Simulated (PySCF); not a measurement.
In(Cl)(Et)(OH) (C₂H₆ClInO), SMILES C[CH2][In]([Cl])[OH].

Coordinates come from a PBE0-D3(BJ)/def2-SVP optimisation. The def2 effective core potentials stand for the cores of In; spin–orbit coupling is left out. The values are those of a single conformer.

Vertical ionisation energy (IE) and electron affinity (EA) in eV. Rows of orbital energies are one-electron estimates. Where ΔSCF, EOM or ADC give a negative EA the extra electron is unbound and the value depends on the basis.

```json
[
 {"level": "−ε(HOMO), −ε(LUMO), CAM-B3LYP/def2-TZVP (PySCF)", "IE": "9.42", "EA": "0.45"},
 {"level": "−ε(HOMO), −ε(LUMO), PBE/def2-TZVP (PySCF)", "IE": "6.82", "EA": "2.21"}
]
```
